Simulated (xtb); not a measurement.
BrGe (SMILES [Ge][Br]), doublet, geometry from GFN2-xTB; GFN0-xTB with ALPB(dmf) in xtb.

Input for xtb:
```
$ xtb mol.xyz --gfn 0 --uhf 1 --alpb dmf --json

# file mol.xyz
2

Ge    -0.00000000    -0.00000000    -1.22365226
Br     0.00000000     0.00000000     1.11876778
```

Output, abridged:

```
   ID    Z sym.   atoms
    1   32 Ge     1
    2   35 Br     2

           -------------------------------------------------
          |                Calculation Setup                |
           -------------------------------------------------

           -------------------------------------------------
          |                 G F N 0 - x T B                 |
           -------------------------------------------------

      * Solvation model:               ALPB
        Solvent                        dmf
        Parameter file                 internal GFN-FF/ALPB
        Dielectric constant                3.7000E+01
        Reference state                gsolv [1 M gas/solution]
        Free energy shift                  5.2364E-03 Eh       3.2859E+00 kcal/mol
        Temperature                        2.9815E+02 K
        Density                            9.5000E-01 kg/L
        Solvent mass                       7.3100E+01 g/mol
        Interaction kernel             P16
        Born radius scaling (c1)           2.0907E+00
        Born radii integrator          GBOBC
        Born offset                        0.0000E+00 a0       0.0000E+00 AA
        H-bond correction              true
        Ion screening                  false
        Surface tension                    1.0000E-05 Eh       1.5569E+01 dyn/cm
        Grid points                               230 per atom

          ...................................................
          :                      SETUP                      :
          :.................................................:
          :  # basis functions                  20          :
          :  # atomic orbitals                  18          :
          :  # shells                            6          :
          :  # electrons                        11          :
          :  electronic temp.          300.0000000     K    :
          :  accuracy                    1.0000000          :
          :  -> integral cutoff          0.2500000E+02      :
          :  -> integral neglect         0.1000000E-07      :
          ...................................................

         :::::::::::::::::::::::::::::::::::::::::::::::::::::
         ::                     SUMMARY                     ::
         :::::::::::::::::::::::::::::::::::::::::::::::::::::
         :: total energy              -5.615321758953 Eh    ::
         :: total w/o Gsasa/hb        -5.608920495357 Eh    ::
[...]
         5        2.0000           -0.4320530             -11.7568
         6        0.5000           -0.3191103              -8.6834 (HOMO)
         7        0.5000           -0.3191103              -8.6834 (LUMO)
         8                         -0.2116253              -5.7586
         9                         -0.0589894              -1.6052
        10                         -0.0589894              -1.6052
        11                         -0.0332866              -0.9058
        12                         -0.0332866              -0.9058
        13                         -0.0190555              -0.5185
        14                         -0.0190555              -0.5185
        15                          0.0404859               1.1017
        16                          0.1485810               4.0431
        17                          0.1485810               4.0431
        18                          0.7973201              21.6962
      -------------------------------------------------------------
                  HL-Gap            0.0000000 Eh            0.0000 eV
             Fermi-level            0.0000000 Eh            0.0000 eV

     #   Z          covCN         q      C6AA      α(0)
     1  32 Ge       0.837     0.413   303.343    36.764
     2  35 Br       0.837    -0.413   192.018    22.356

 Mol. C6AA /au·bohr⁶  :        964.271099
 Mol. C8AA /au·bohr⁸  :      75863.372039
 Mol. α(0) /au        :         59.119989

Wiberg/Mayer (AO) data.
largest (>0.10) Wiberg bond orders for each atom

 ---------------------------------------------------------------------------
     #   Z sym  total        # sym  WBO       # sym  WBO       # sym  WBO
 ---------------------------------------------------------------------------
     1  32 Ge   1.689 --     2 Br   1.689
     2  35 Br   1.689 --     1 Ge   1.689
 ---------------------------------------------------------------------------

Topologies differ in total number of bonds
Writing topology from bond orders to xtbtopo.mol

 dipole moment from electron density (au)
     X       Y       Z
  -0.0000   0.0000  -0.0169  total (Debye):    0.043

           -------------------------------------------------
          | TOTAL ENERGY               -5.615321758953 Eh   |
          | GRADIENT NORM               0.028917898124 Eh/α |
          | HOMO-LUMO GAP               0.000000000000 eV   |
           -------------------------------------------------

normal termination of xtb
```
